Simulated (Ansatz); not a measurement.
Basis-set extrapolation for `N[Si@H](O)[Si@H](N)O` (PBE0-D4/def2-TZVP geometry, frozen core, Ansatz 0.2.0). Multiplicity 1, RHF reference.

```csv
,def2-TZVPP,def2-QZVPP
HF,-841.460519,-841.492324
MP2 correlation,-1.154269,-1.244918
CCSD(T) correlation,-1.239812,not run
```

Energies in hartree. Use E(X) = E(∞) + A·exp(−7.88·√X) for Hartree–Fock and E(X) = E(∞) + B·X^(−2.97) for correlation, with X = 3 and 4, and add CCSD(T) minus MP2 of the smaller set to the MP2 limit.

Q: What is the CCSD(T) energy at the basis-set limit?

A: HF limit: -841.492324 + (-0.031805) × 0.13774 = -841.49670. MP2 limit: -1.244918 + (-0.090649) × 0.74074 = -1.31207. Higher-order term: -1.239812 − (-1.154269) = -0.08554. Total: -842.89431 hartree, 509.3 kJ/mol below CCSD(T)/def2-TZVPP.
